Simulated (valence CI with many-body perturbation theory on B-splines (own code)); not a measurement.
**Level structure of Mo⁺**

Calculated by configuration interaction combined with many-body perturbation theory (CI+MBPT): five valence electrons over a frozen Dirac-Fock core [Kr], a basis of 9 s, 9 p, 9 d, 7 f, 4 g, 2 h functions for each j, with the one-electron correlation potential Σ1 (screened to all orders), the two-electron term Σ2, the three-electron term Σ3, Breit, model QED; selected single and double excitations, second order for the rest, scaled by the run's own slope (own B-spline code, finite nucleus).

Set against measurement, 9 paired levels are off by 373 cm⁻¹ on average, the worst by 607. These come from a selection out of the NIST Handbook of Basic Atomic Spectroscopic Data. Levels without a partner in it may be off by more, other configurations by 1,000 to 4,000 cm⁻¹. Among the levels kept, up to 1100 cm⁻¹ of a level comes from second order outside the variational space, and about a tenth of that is noise between levels of different J, which matters for small intervals. Only levels of the ground parity were solved; by the run's estimate the other parity begins above the list, which can be wrong where configurations are misplaced.

Levels 1 to 45 of 48, with energies above the lowest level, 4d5 6S_5/2. "Leading %" is the weight of the configuration and term that name the level; weights of strongly mixed levels are sums over their largest components and can fall short. In the jj column 3d3/2^4 stands for four electrons in 3d with j = 3/2. Lifetimes count E1, E2, E3, M1 and M2 decay at the calculated energies, and are blank where another channel may lead or the interval is too uncertain; long ones can be off by a factor of two.

| No. | Configuration | Term | J | E (cm⁻¹) | Leading % | g | Lifetime | Leading jj |
| --- | --- | --- | --- | --- | --- | --- | --- | --- |
| 1 | 4d5 | 6S | 5/2 | 0.0 | 97 | 2.000 |  | 4d3/2^2 4d5/2^3 (42 %) |
| 2 | 4d4 5s | 6D | 1/2 | 11206 | 95 | 3.327 | 8.13 s | 4d3/2^2 4d5/2^2 5s (42 %) |
| 3 | 4d4 5s | 6D | 3/2 | 11447 | 96 | 1.866 | 7.26 s | 4d3/2^3 4d5/2 5s (45 %) |
| 4 | 4d4 5s | 6D | 5/2 | 11815 | 96 | 1.657 | 6.20 s | 4d3/2^2 4d5/2^2 5s (62 %) |
| 5 | 4d4 5s | 6D | 7/2 | 12294 | 96 | 1.587 | 5.11 s | 4d3/2^2 4d5/2^2 5s (45 %) |
| 6 | 4d4 5s | 6D | 9/2 | 12854 | 96 | 1.555 | 4.18 s | 4d3/2 4d5/2^3 5s (42 %) |
| 7 | 4d5 | 4G | 5/2 | 15294 | 90 | 0.584 | 294 s | 4d3/2^2 4d5/2^3 (35 %) |
| 8 | 4d5 | 4G | 7/2 | 15415 | 92 | 0.987 |  | 4d3/2^2 4d5/2^3 (37 %) |
| 9 | 4d5 | 4G | 9/2 | 15516 | 92 | 1.172 | 15300 s | 4d3/2^2 4d5/2^3 (61 %) |
| 10 | 4d5 | 4G | 11/2 | 15553 | 93 | 1.272 |  | 4d3/2^2 4d5/2^3 (47 %) |
| 11 | 4d5 | 4P | 3/2 | 15927 | 41 | 1.469 | 3.35 s | 4d3/2^3 4d5/2^2 (48 %) |
| 12 | 4d5 | 4P | 5/2 | 15956 | 43 | 1.481 |  | 4d3/2^4 4d5/2 (27 %) |
| 13 | 4d5 | 4P | 1/2 | 16119 | 43 | 1.452 |  | 4d3/2^2 4d5/2^3 (44 %) |
| 14 | 4d5 | 4P | 1/2 | 16906 | 36 | 1.217 |  | 4d3/2^2 4d5/2^3 (48 %) |
| 15 | 4d5 | 4D | 7/2 | 17042 | 71 | 1.425 |  | 4d3/2^2 4d5/2^3 (42 %) |
| 16 | 4d5 | 4P | 3/2 | 17302 | 40 | 1.457 | 3.27 s | 4d3/2 4d5/2^4 (35 %) |
| 17 | 4d5 | 4P | 5/2 | 17492 | 37 | 1.470 | 2.31 s | 4d3/2 4d5/2^4 (22 %) |
| 18 | 4d5 | 2D | 5/2 | 22895 | 45 | 1.085 | 1.66 s | 4d3/2^4 4d5/2 (29 %) |
| 19 | 4d5 | 2I | 11/2 | 23006 | 92 | 0.930 |  | 4d3/2^2 4d5/2^3 (46 %) |
| 20 | 4d5 | 2D | 3/2 | 23228 | 44 | 0.630 | 3.96 s | 4d3/2^2 4d5/2^3 (37 %) |
| 21 | 4d5 | 2I | 13/2 | 23261 | 96 | 1.077 | 1160 s | 4d3/2^2 4d5/2^3 (96 %) |
| 22 | 4d5 | 4F | 7/2 | 23946 | 56 | 1.223 | 4.01 s | 4d3/2^3 4d5/2^2 (30 %) |
| 23 | 4d5 | 4F | 9/2 | 23953 | 53 | 1.307 | 3.21 s | 4d3/2^2 4d5/2^3 (29 %) |
| 24 | 4d5 | 4F | 5/2 | 24026 | 50 | 1.028 |  | 4d3/2^2 4d5/2^3 (42 %) |
| 25 | 4d4 5s | 4D | 1/2 | 24307 | 63 | 0.049 | 3.73 s | 4d3/2^3 4d5/2 5s (23 %) |
| 26 | 4d5 | 2D | 3/2 | 24316 | 35 | 0.584 |  | 4d3/2 4d5/2^4 (34 %) |
| 27 | 4d4 5s | 4D | 3/2 | 24550 | 66 | 1.198 | 4.22 s | 4d3/2^2 4d5/2^2 5s (37 %) |
| 28 | 4d4 5s | 4D | 5/2 | 24822 | 60 | 1.313 |  | 4d3/2^2 4d5/2^2 5s (38 %) |
| 29 | 4d5 | 2F | 7/2 | 24879 | 74 | 1.127 | 2.21 s | 4d3/2^2 4d5/2^3 (35 %) |
| 30 | 4d4 5s | 4D | 7/2 | 25134 | 70 | 1.402 | 4.13 s | 4d3/2 4d5/2^3 5s (28 %) |
| 31 | 4d5 | 2F | 5/2 | 25228 | 42 | 1.026 |  | 4d3/2 4d5/2^4 (23 %) |
| 32 | 4d4 5s | 4H | 7/2 | 25602 | 87 | 0.701 | 9.63 s | 4d3/2^2 4d5/2^2 5s (49 %) |
| 33 | 4d4 5s | 4H | 9/2 | 25849 | 86 | 0.986 |  | 4d3/2^2 4d5/2^2 5s (55 %) |
| 34 | 4d4 5s | 4H | 11/2 | 26171 | 92 | 1.136 |  | 4d3/2^2 4d5/2^2 5s (71 %) |
| 35 | 4d5 | 2G | 9/2 | 26355 | 46 | 1.064 |  | 4d3/2^2 4d5/2^3 (40 %) |
| 36 | 4d5 | 2G | 7/2 | 26482 | 64 | 0.907 | 12.2 s | 4d3/2^2 4d5/2^3 (34 %) |
| 37 | 4d4 5s | 4H | 13/2 | 26530 | 95 | 1.229 | 7.39 s | 4d3/2 4d5/2^3 5s (48 %) |
| 38 | 4d4 5s | 4P | 1/2 | 26853 | 72 | 2.582 | 678 ms | 4d3/2^4 5s (35 %) |
| 39 | 4d5 | 2H | 11/2 | 27777 | 77 | 1.087 | 1.72 s | 4d3/2 4d5/2^4 (55 %) |
| 40 | 4d4 5s | 4P | 3/2 | 27799 | 78 | 1.718 | 661 ms | 4d3/2^2 4d5/2^2 5s (29 %) |
| 41 | 4d5 | 2F | 7/2 | 27799 | 63 | 1.151 |  | 4d3/2^3 4d5/2^2 (30 %) |
| 42 | 4d5 | 2H | 9/2 | 27905 | 58 | 0.976 |  | 4d3/2^2 4d5/2^3 (40 %) |
| 43 | 4d5 | 2F | 5/2 | 28315 | 55 | 0.901 |  | 4d3/2^2 4d5/2^3 (27 %) |
| 44 | 4d4 5s | 4G | 5/2 | 28975 | 52 | 0.749 |  | 4d3/2^2 4d5/2^2 5s (44 %) |
| 45 | 4d4 5s | 4F | 3/2 | 29084 | 59 | 0.413 | 888 ms | 4d3/2^2 4d5/2^2 5s (35 %) |

Names give the largest LS component (configuration and term), which can be under half, so a name can repeat, a term be missing and a line seem to break the LS rules; names also repeat where a configuration has a term twice.

Where two levels of one J and parity lie close, their mixing, g and order are uncertain.

The ionisation energy to 4d4 5D_0 of the next ion comes out as 15.789 eV (NIST: 16.16 ± 0.12 eV (semi-empirical), further off than twice its uncertainty). All 48 levels together are meant to be complete up to 29182 cm⁻¹.
